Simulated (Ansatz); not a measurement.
Conformers of C3H5Br, SMILES `C=CCBr`, each relaxed with PBE0-D4/def2-TZVP in Ansatz. CBS adds the triple-zeta coupled-cluster correction to the MP2 limit.

Outer-core shells of Br are correlated without core-valence functions. Scalar relativity is left out up to krypton. Spin–orbit coupling is left out.

Not all of them had a frequency check.

Conformer A:

Cartesian coordinates in Å:
```
C 0.273 -1.342 -0.317
C -0.379 -0.370 0.299
C -0.148 1.095 0.195
Br 1.287 1.621 -0.998
H 1.089 -1.133 -0.998
H 0.004 -2.378 -0.153
H -1.195 -0.619 0.978
H -1.038 1.606 -0.173
H 0.107 1.521 1.167
```

Conformer B:

Z-matrix (Å, degrees):
```
C
C 1 1.478
Br 1 1.962 2 110.8
H 1 1.088 2 112.5 3 -118.5
H 1 1.089 2 112.7 3 116.5
C 2 1.326 1 123.4 3 115.9
H 2 1.086 1 116.3 3 -64.4
H 6 1.083 2 121.4 1 178.9
H 6 1.085 2 121.5 1 -1.1
```

Q: Which is lowest in electronic energy at CCSD(T)/CBS (frozen core, def2 sets), and by how much? (Estimate.)

A: Ansatz gave: B; A lies 3.8 kJ/mol higher.

Q: Give the energies relative to B (kJ/mol) with PBE-D4/def2-TZVPP, r2SCAN-D4/def2-TZVPP, B2PLYP/def2-TZVPP, PBE0/def2-TZVPP, MP2/def2-QZVPP, SCS-MP2/def2-QZVPP, HF/CBS(def2). (Estimate.)

A: Computed: 
| level | A |
| --- | --- |
| PBE-D4/def2-TZVPP | 5.1 |
| r2SCAN-D4/def2-TZVPP | 5.3 |
| B2PLYP/def2-TZVPP | 6.0 |
| PBE0/def2-TZVPP | 4.9 |
| MP2/def2-QZVPP | 3.7 |
| SCS-MP2/def2-QZVPP | 4.8 |
| HF/CBS(def2) | 8.2 |
